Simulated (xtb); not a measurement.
B2F4, charge +1, doublet, from a rough starting geometry (a state made from the parent by changing its charge; the spin is typed, not shown lowest); GFN2-xTB in xtb.

The xtb input:
```
$ xtb mol.xyz --gfn 2 --chrg 1 --uhf 1 --opt vtight --json

# file mol.xyz
6

F     -1.53065399    -1.09585398     0.47888585
B     -0.89130735    -0.05719106    -0.08046703
F     -1.56961776     0.85089617    -0.60174994
B      0.83275156     0.04908230     0.02171437
F      1.61256319    -0.85530411    -0.47002784
F      1.51403568     1.00862450     0.67410542
```

Output, abridged:

```
   ID    Z sym.   atoms
    1    9 F      1, 3, 5, 6
    2    5 B      2, 4

           -------------------------------------------------
          |                Calculation Setup                |
           -------------------------------------------------

           -------------------------------------------------
          |                 G F N 2 - x T B                 |
           -------------------------------------------------

          ...................................................
          :                      SETUP                      :
          :.................................................:
          :  # basis functions                  24          :
          :  # atomic orbitals                  24          :
          :  # shells                           12          :
          :  # electrons                        33          :
          :  max. iterations                   250          :
          :  Hamiltonian                  GFN2-xTB          :
          :  restarted?                      false          :
          :  GBSA solvation                  false          :
          :  PC potential                    false          :
          :  electronic temp.          300.0000000     K    :
          :  accuracy                    1.0000000          :
          :  -> integral cutoff          0.2500000E+02      :
          :  -> integral neglect         0.1000000E-07      :
          :  -> SCF convergence          0.1000000E-05 Eh   :
          :  -> wf. convergence          0.1000000E-03 e    :
          :  Broyden damping             0.4000000          :
          :  net charge                          1          :
          :  unpaired electrons                  1          :
          ...................................................

 iter      E             dE          RMSdq      gap      omega  full diag
   1    -20.9973576 -0.209974E+02  0.106E+01    3.61       0.0  T
   2    -21.0277467 -0.303891E-01  0.636E+00    3.65       1.0  T
   3    -21.0283110 -0.564342E-03  0.150E+00    4.31       1.0  T
   4    -21.0390529 -0.107419E-01  0.546E-01    4.16       1.0  T
   5    -21.0369397  0.211323E-02  0.515E-01    4.19       1.0  T
   6    -21.0391450 -0.220533E-02  0.156E-01    4.15       1.0  T
   7    -21.0393455 -0.200499E-03  0.122E-02    4.14       3.3  T
   8    -21.0393458 -0.297275E-06  0.403E-03    4.14      10.1  T
   9    -21.0393458 -0.283761E-07  0.145E-03    4.14      28.1  T
  10    -21.0393458 -0.166430E-07  0.631E-04    4.14      64.7  T
  11    -21.0393458 -0.268729E-08  0.284E-04    4.14     143.9  T

   *** convergence criteria satisfied after 11 iterations ***

         :::::::::::::::::::::::::::::::::::::::::::::::::::::
         ::                     SUMMARY                     ::
         :::::::::::::::::::::::::::::::::::::::::::::::::::::
         :: total energy             -20.961007676659 Eh    ::
         :: gradient norm              0.126552820510 Eh/a0 ::
         :: HOMO-LUMO gap              4.142089034329 eV    ::
         ::.................................................::
         :: SCC energy               -21.039345333704 Eh    ::
         :: -> isotropic ES            0.219153283195 Eh    ::
         :: -> anisotropic ES          0.004037919242 Eh    ::
         :: -> anisotropic XC         -0.008015818860 Eh    ::
         :: -> dispersion             -0.001812850705 Eh    ::
         :: repulsion energy           0.078337657045 Eh    ::
         :: add. restraining           0.000000000000 Eh    ::
         :: total charge               1.000000000000 e     ::
         :::::::::::::::::::::::::::::::::::::::::::::::::::::

      -----------------------------------------------------------
     |                   =====================                   |
     |                        A N C O P T                        |
     |                   =====================                   |
[...]
 * total energy  :   -20.9786174 Eh     change       -0.5849351E-05 Eh
 * total energy  :   -20.9786286 Eh     change       -0.1114700E-04 Eh
 * total energy  :   -20.9785904 Eh     change        0.3812856E-04 Eh
 * total energy  :   -20.9786334 Eh     change       -0.4298267E-04 Eh
 * total energy  :   -20.9786364 Eh     change       -0.2954276E-05 Eh
 * total energy  :   -20.9786376 Eh     change       -0.1202862E-05 Eh
 * total energy  :   -20.9786335 Eh     change        0.4047896E-05 Eh
 * total energy  :   -20.9786406 Eh     change       -0.7103172E-05 Eh
 * total energy  :   -20.9786408 Eh     change       -0.1986411E-06 Eh
 * total energy  :   -20.9786404 Eh     change        0.4233766E-06 Eh
 * total energy  :   -20.9786412 Eh     change       -0.7512558E-06 Eh
 * total energy  :   -20.9786412 Eh     change       -0.7919815E-07 Eh
   *** GEOMETRY OPTIMIZATION CONVERGED AFTER 25 ITERATIONS ***
         :: total energy             -20.978641249333 Eh    ::
[...]
         1        2.0000           -1.1345031             -30.8714
       ...           ...                  ...                  ...
         5        2.0000           -0.8835846             -24.0436
         6        2.0000           -0.8685944             -23.6357
         7        2.0000           -0.8628581             -23.4796
         8        2.0000           -0.8593388             -23.3838
         9        2.0000           -0.8587416             -23.3675
        10        2.0000           -0.8466002             -23.0372
        11        2.0000           -0.8462372             -23.0273
        12        2.0000           -0.8350894             -22.7239
        13        2.0000           -0.8123357             -22.1048
        14        2.0000           -0.8122714             -22.1030
        15        2.0000           -0.8076519             -21.9773
        16        2.0000           -0.8076183             -21.9764
        17        1.0000           -0.7048248             -19.1793 (HOMO)
        18                         -0.5403146             -14.7027 (LUMO)
        19                         -0.5327276             -14.4963
        20                         -0.2868787              -7.8064
        21                          0.1191567               3.2424
        22                          0.1253789               3.4117
        23                          0.3737732              10.1709
        24                          0.4034074              10.9773
      -------------------------------------------------------------
                  HL-Gap            0.1645102 Eh            4.4765 eV
             Fermi-level           -0.6893956 Eh          -18.7594 eV

     #   Z          covCN         q      C6AA      α(0)
     1   9 F        0.722    -0.022     9.557     3.651
     2   5 B        2.107     0.544    27.856    11.000
     3   9 F        0.722    -0.022     9.557     3.651
     4   5 B        2.107     0.544    27.856    11.000
     5   9 F        0.722    -0.022     9.557     3.651
     6   9 F        0.722    -0.022     9.557     3.651

 Mol. C6AA /au·bohr⁶  :        498.254589
 Mol. C8AA /au·bohr⁸  :      13164.348557
 Mol. α(0) /au        :         36.602670

Wiberg/Mayer (AO) data.
largest (>0.10) Wiberg bond orders for each atom

 ---------------------------------------------------------------------------
     #   Z sym  total        # sym  WBO       # sym  WBO       # sym  WBO
 ---------------------------------------------------------------------------
     1   9 F    1.527 --     2 B    1.350     3 F    0.105
     2   5 B    3.260 --     3 F    1.350     1 F    1.350     4 B    0.498
     3   9 F    1.527 --     2 B    1.350     1 F    0.105
     4   5 B    3.260 --     5 F    1.350     6 F    1.350     2 B    0.498
     5   9 F    1.527 --     4 B    1.350     6 F    0.105
     6   9 F    1.527 --     4 B    1.350     5 F    0.105
 ---------------------------------------------------------------------------

Topologies differ in total number of bonds
Writing topology from bond orders to xtbtopo.mol

molecular dipole:
                 x           y           z       tot (Debye)
 q only:       -0.010      -0.031       0.007
   full:       -0.010      -0.031       0.007       0.086
molecular quadrupole (traceless):
                xx          xy          yy          xz          yz          zz
 q only:        3.179       0.279      -1.614       0.239       0.012      -1.565
  q+dip:        3.521       0.317      -1.921       0.258       0.007      -1.599
   full:        2.922       0.274      -1.776       0.206      -0.002      -1.146

optimized geometry written to: xtbopt.xyz

           -------------------------------------------------
          | TOTAL ENERGY              -20.978641249333 Eh   |
          | GRADIENT NORM               0.000029371361 Eh/α |
          | HOMO-LUMO GAP               4.476549147392 eV   |
           -------------------------------------------------

normal termination of xtb
```
